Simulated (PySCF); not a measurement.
## Au⁺ (gold, charge +1) across methods

[Xe] 4f14 5d9 6s1, high-spin 3D determinant (an excited configuration). Calculation: PySCF 2.14, in aug-cc-pVDZ-PP with ECP60MDF (5s5p4d2f, 54 functions); a scalar-relativistic core potential. The B2PLYP total includes its PT2 part (frozen core); its orbital energies are those of the SCF part.

| method | E (hartree) | mean ε 5d α (eV) | mean ε 5d β (eV) | mean ε 6s α (eV) | Σ⟨r²⟩ (bohr²) | ⟨S²⟩ |
| --- | --- | --- | --- | --- | --- | --- |
| B2PLYP | -135.0522 | -21.685 | -20.501 | -16.112 | 42.86 | 2.001 |
| MN15 | -135.0348 | -20.638 | -19.669 | -16.523 | 42.92 | 2.001 |
| r2SCAN | -135.3189 | -18.701 | -17.440 | -15.016 | 42.64 | 2.001 |
| PBE | -135.2989 | -18.275 | -17.224 | -14.762 | 42.93 | 2.000 |
| BP86 | -135.3964 | -18.380 | -17.375 | -14.927 | 42.90 | 2.001 |
| PBE0 | -135.2641 | -20.068 | -18.936 | -15.537 | 42.75 | 2.001 |
| LDA | -135.0425 | -18.449 | -17.438 | -15.098 | 43.10 | 2.000 |
| wB97X | -135.2848 | -22.410 | -21.451 | -17.407 | 42.70 | 2.001 |

(1) Estimate the same row for UHF.

Energies and moments cover only the electrons outside the core potential. Spin-orbit coupling, absent here, splits the open shell strongly.

Results:

(1) E (hartree) = -134.41813; mean ε 5d α (eV) = -24.532; mean ε 5d β (eV) = -23.100; mean ε 6s α (eV) = -17.068; Σ⟨r²⟩ (bohr²) = 42.84; ⟨S²⟩ = 2.002.
